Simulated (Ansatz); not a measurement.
`CS[SiH](N)F` and `CS[SiH](F)S` differ in one atom or group.

Ansatz, PBE0-D4/def2-TZVP geometries, multiplicity 1. Each molecule was computed in one conformer, which needn't be the lowest.

```
                               property  `CS[SiH](N)F`
HOMO–LUMO gap (ωB97M-V/def2-TZVPP) / eV          11.20
   HOMO–LUMO gap (PBE0/def2-TZVPP) / eV           7.31
  HOMO–LUMO gap (B3LYP/def2-TZVPP) / eV           6.81
    HOMO–LUMO gap (PBE/def2-TZVPP) / eV           5.18
  LUMO energy (ωB97M-V/def2-TZVPP) / eV           1.97
    LUMO energy (B3LYP/def2-TZVPP) / eV           0.02
```

(1) Give the same properties after the change, and the shifts. (Estimate.)

Results:

(1) Ansatz gave: 
| property | `CS[SiH](F)S` | shift |
| --- | --- | --- |
| HOMO–LUMO gap (ωB97M-V/def2-TZVPP) / eV | 11.37 | 0.17 |
| HOMO–LUMO gap (PBE0/def2-TZVPP) / eV | 7.30 | -0.01 |
| HOMO–LUMO gap (B3LYP/def2-TZVPP) / eV | 6.83 | 0.02 |
| HOMO–LUMO gap (PBE/def2-TZVPP) / eV | 5.14 | -0.04 |
| LUMO energy (ωB97M-V/def2-TZVPP) / eV | 1.75 | -0.22 |
| LUMO energy (B3LYP/def2-TZVPP) / eV | -0.35 | -0.37 |

B3LYP here is the variant with VWN-RPA as its local correlation; programs differ in this.
